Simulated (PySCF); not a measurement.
PySCF job for Si(Cl)2(OH)(SH) (Cl2H2OSSi), SMILES O[Si](S)(Cl)Cl, PBE-D3(BJ)/def2-SVP. Geometry optimised at PBE-D3(BJ)/def2-SVP. This is a generated structure with no PubChem entry under its InChIKey; it may be hypothetical. One conformer was computed; it need not be the lowest.

```python
import numpy as np
from pyscf import gto, scf, dft, df
from pyscf.hessian import thermo

mol = gto.M(
    atom='''
    O     0.56319019   -1.42116068   -1.18027145
    Si    0.07964151   -0.20156585   -0.16205971
    S     1.67190037    1.18905897    0.04624581
    Cl   -1.66196652    0.63060498   -0.92960747
    Cl   -0.33906690   -0.87813847    1.74333648
    H    -0.16239831   -1.95187331   -1.55808412
    H     1.80905785    1.32620662   -1.30423459
    ''',
    basis='def2-SVP',
    charge=0,
    spin=0,
    max_memory=1600,
    verbose=3,
)
mf = dft.RKS(mol, xc='pbe').density_fit(auxbasis='def2-universal-jkfit')
mf.disp = 'd3bj'
mf.grids.level = 3
mf.conv_tol = 1e-11
mf.max_cycle = 100
mf.kernel()

# [left out here: the lines that compute and print the analytic Hessian (its translational invariance restored by hand, since the grid's response is missing), thermochemistry and intensities]
```

Output:

```
converged SCF energy = -1683.35900134045

WARN: DFTD3 does not support analytical Hessian, using finite difference


WARN: Mole.unit (angstrom) is changed to Bohr

Mode                                 0                   1                   2
Irrep
Freq [cm^-1]                      106.3092            131.1056            177.4736
Reduced mass [au]                   1.9362              6.4880              2.2192
Force const [Dyne/A]                0.0129              0.0657              0.0412
Char temp [K]                     152.9553            188.6318            255.3450
Normal mode                   x     y     z       x     y     z       x     y     z
       0   O                 0.05  0.07 -0.04    0.07 -0.00  0.05   -0.05 -0.01  0.02
       1  Si                 0.01  0.02  0.00    0.01 -0.00  0.03   -0.02 -0.01  0.03
       2   S                 0.05 -0.02 -0.00   -0.00  0.04 -0.09   -0.05  0.03 -0.02
       3  Cl                -0.04 -0.05  0.03    0.03  0.03  0.04    0.03  0.03 -0.05
       4  Cl                -0.04  0.03 -0.01   -0.07 -0.06 -0.01    0.04 -0.04  0.04
       5   H                 0.05  0.15 -0.16    0.11 -0.18  0.22   -0.10  0.24 -0.24
       6   H                 0.44 -0.51 -0.01   -0.02 -0.14 -0.11    0.29 -0.47 -0.03
Mode                                 3                   4                   5
Irrep
Freq [cm^-1]                      213.3892            218.0641            250.9259
Reduced mass [au]                   7.4822              2.2028              8.2531
Force const [Dyne/A]                0.2007              0.0617              0.3062
Char temp [K]                     307.0195            313.7457            361.0265
Normal mode                   x     y     z       x     y     z       x     y     z
       0   O                -0.03  0.08  0.04   -0.06 -0.02 -0.05    0.08  0.10 -0.10
       1  Si                -0.02  0.07  0.06    0.05 -0.03  0.02   -0.02 -0.04  0.02
       2   S                 0.08 -0.01 -0.03    0.01  0.04 -0.02   -0.04 -0.05 -0.03
       3  Cl                -0.03 -0.03 -0.06    0.05 -0.04  0.04    0.03  0.02 -0.01
       4  Cl                -0.01 -0.05  0.03   -0.06  0.01  0.00   -0.00  0.02  0.07
       5   H                -0.06  0.13  0.01   -0.18  0.40 -0.41    0.15 -0.01 -0.09
       6   H                -0.22  0.18 -0.04   -0.19  0.20 -0.02   -0.21  0.03 -0.04
Mode                                 6                   7                   8
Irrep
Freq [cm^-1]                      296.7628            428.6755            574.7209
Reduced mass [au]                   2.1530             15.4409              7.2032
Force const [Dyne/A]                0.1117              1.6718              1.4018
Char temp [K]                     426.9756            616.7686            826.8954
Normal mode                   x     y     z       x     y     z       x     y     z
       0   O                -0.11  0.04 -0.10    0.03 -0.06 -0.06   -0.01  0.00  0.01
       1  Si                 0.02 -0.00  0.01    0.02 -0.06 -0.03   -0.11  0.04 -0.09
       2   S                 0.00  0.03  0.01    0.06  0.06  0.01    0.02  0.02 -0.00
       3  Cl                 0.04 -0.04 -0.01   -0.07  0.04 -0.03    0.06 -0.03  0.03
       4  Cl                -0.01 -0.00  0.02   -0.02 -0.02  0.07   -0.01 -0.02  0.04
       5   H                -0.14 -0.35  0.51    0.03 -0.07 -0.06    0.12 -0.06 -0.13
       6   H                 0.13 -0.11  0.01    0.11  0.10  0.02    0.20  0.17  0.03
Mode                                 9                  10                  11
Irrep
Freq [cm^-1]                      588.6051            728.1930            809.9446
Reduced mass [au]                  16.4528              1.2140              1.5516
Force const [Dyne/A]                3.3584              0.3793              0.5997
Char temp [K]                     846.8717           1047.7076           1165.3300
Normal mode                   x     y     z       x     y     z       x     y     z
       0   O                 0.01 -0.02  0.00    0.01 -0.04 -0.02   -0.09  0.06  0.06
       1  Si                 0.09  0.09 -0.07   -0.02  0.03 -0.04    0.05 -0.02 -0.02
       2   S                -0.05 -0.05 -0.01    0.02  0.02  0.03   -0.00  0.00  0.00
       3  Cl                -0.01  0.00  0.00    0.01 -0.01  0.01   -0.01  0.00 -0.00
       4  Cl                -0.02 -0.03  0.06    0.00  0.00  0.01   -0.00 -0.00  0.00
       5   H                -0.11  0.10  0.07   -0.01 -0.02 -0.00    0.53 -0.42 -0.40
       6   H                 0.03  0.02  0.01   -0.69 -0.57 -0.11   -0.07 -0.07 -0.01
Mode                                12                  13                  14
Irrep
Freq [cm^-1]                      914.2080           2609.7005           3739.7336
Reduced mass [au]                   3.8975              1.0379              1.0664
Force const [Dyne/A]                1.9192              4.1649              8.7871
Char temp [K]                    1315.3417           3754.7779           5380.6440
Normal mode                   x     y     z       x     y     z       x     y     z
       0   O                 0.01 -0.12 -0.10   -0.00 -0.00 -0.00   -0.04 -0.03 -0.03
       1  Si                -0.01  0.09  0.08    0.00  0.00 -0.00   -0.00  0.00  0.00
       2   S                -0.01 -0.01 -0.00    0.00  0.00 -0.03    0.00  0.00 -0.00
       3  Cl                 0.00 -0.00 -0.00   -0.00 -0.00  0.00   -0.00  0.00  0.00
       4  Cl                 0.00  0.00 -0.01    0.00  0.00  0.00   -0.00  0.00  0.00
       5   H                 0.23 -0.29 -0.26   -0.00 -0.00  0.00    0.70  0.54  0.39
       6   H                 0.07  0.06  0.01   -0.11 -0.10  0.97   -0.00  0.00  0.00
temperature 298.1500 [K]
pressure 101325.00 [Pa]
Rotational constants [GHz] 1.80975 1.69277 1.24782
Symmetry number 1
Zero-point energy (ZPE) 0.02685 [Eh]   70506.771 [J/mol]
                           tot       elec      trans        rot        vib
Entropy [J/mol/K]       367.904      0.000    171.159    120.588     76.158
Cv [J/mol/K]            101.318      0.000     12.472     12.472     76.375
Cp [J/mol/K]            109.633      0.000     20.786     12.472     76.375
Internal energy [J/mol]                      3718.434   3718.434  83189.391
Internal energy [Eh]   -1683.32448  -1683.35900
Enthalpy [J/mol]                             6197.391   3718.434  83189.391
Enthalpy [Eh]          -1683.32354
Gibbs free energy [J/mol]                  -44833.519 -32234.733  60482.829
Gibbs free energy [Eh] -1683.36532
mode   freq/cm-1   IR/(km/mol)
   1      106.31         7.071
   2      131.11        11.200
   3      177.47         2.215
   4      213.39        13.836
   5      218.06        28.614
   6      250.93        15.423
   7      296.76        66.419
   8      428.68         9.892
   9      574.72       164.007
  10      588.61       163.385
  11      728.19        19.412
  12      809.94       251.421
  13      914.21        59.819
  14     2609.70         0.595
  15     3739.73        92.680
max |gradient| / (hartree/bohr): 6.914631865684512e-05
APT charges: [-0.8258  1.9114 -0.3713 -0.5527 -0.5194  0.2981  0.0596]
```

The run converged.

Cost: very roughly 50 core-seconds.
